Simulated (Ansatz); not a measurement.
Reaction: BPH4 (SMILES PB) → BPH3 (SMILES [PH]B, doublet) + H (doublet) (the H-P bond breaks)
Each species at its own B3LYP-D3(BJ)/def2-TZVP minimum (Ansatz, a quantum-chemistry and plane-wave program).

Wanted: bond dissociation energy (electronic), in kcal/mol. Open shells are spin-unrestricted; no spin-orbit coupling. CBS(X,Y): correlation extrapolated as X^-3, Hartree-Fock from the larger set. A bracket is a step between two methods taken in the basis named. Functionals run without relativity, which enters their misses. Double hybrids freeze cores in their MP2 part. 'core' is core correlation in cc-pwCVTZ (1s frozen past Ne), 'X2C' scalar relativity in cc-pVTZ-DK, both at CCSD(T). For partners of very few electrons the exact lower level stands in for a higher one.

CCSD(T)/CBS(cc-pV(T+d)Z,cc-pV(Q+d)Z) + [CCSDT(Q) - CCSD(T)]/cc-pV(T+d)Z + core + X2C (Ansatz) gives 90.1 kcal/mol.

Task: What does PBE/def2-TZVPD (Ansatz) give here, and how do the other levels compare?

Result: PBE gives 86.4 kcal/mol, 3.7 kcal/mol below it. Differences of the others: r2SCAN/def2-TZVPD (Ansatz) -3.1; PBE0/def2-TZVPD (Ansatz) -3.6; wB97M-V/def2-TZVPD (Ansatz) -0.9; B2PLYP/def2-TZVPD (Ansatz) -2.5; CCSD(T)/CBS(cc-pV(T+d)Z,cc-pV(Q+d)Z) + core + X2C (Ansatz) 0.0 kcal/mol. Nearer than PBE: r2SCAN/def2-TZVPD, PBE0/def2-TZVPD, wB97M-V/def2-TZVPD, B2PLYP/def2-TZVPD, CCSD(T)/CBS(cc-pV(T+d)Z,cc-pV(Q+d)Z) + core + X2C.
